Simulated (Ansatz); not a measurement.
Ansatz (an electronic-structure program) input:
A basis named .json is the Basis Set Exchange file of that set.

Ansatz 0.2 input:
```yaml
crystal:
  periodic: [false, false, false]
  atoms:
    - {symbol: Si, position_ang: [0.59277044, -0.14479719, 0.58808846]}
    - {symbol: Cl, position_ang: [0.52119194, 1.89807024, 0.75268470]}
    - {symbol: Cl, position_ang: [1.70920291, -0.62520841, -1.06358081]}
    - {symbol: O, position_ang: [-0.89648112, -0.73613644, 0.43560157]}
    - {symbol: Si, position_ang: [-2.29759312, -0.76344868, -0.43988582]}
    - {symbol: H, position_ang: [1.23185880, -0.70137036, 1.77970705]}
    - {symbol: H, position_ang: [-2.89316818, 0.58906870, -0.45671647]}
    - {symbol: H, position_ang: [-3.20879229, -1.71697796, 0.22280821]}
    - {symbol: H, position_ang: [-2.00724425, -1.20483772, -1.82021423]}
basis:
  gaussian:
    orbitals: cc-pV_T+d_Z.json
hamiltonian:
  xc: pbe
magnetization: {spin_polarized: false}
correlation: {method: rpa, electrons: outside_noble_gas}
```

Q: Which total energy does the run end on?

A: -1575.74192 Eh (RPA@PBE/cc-pV(T+d)Z). The basis has 242 functions.
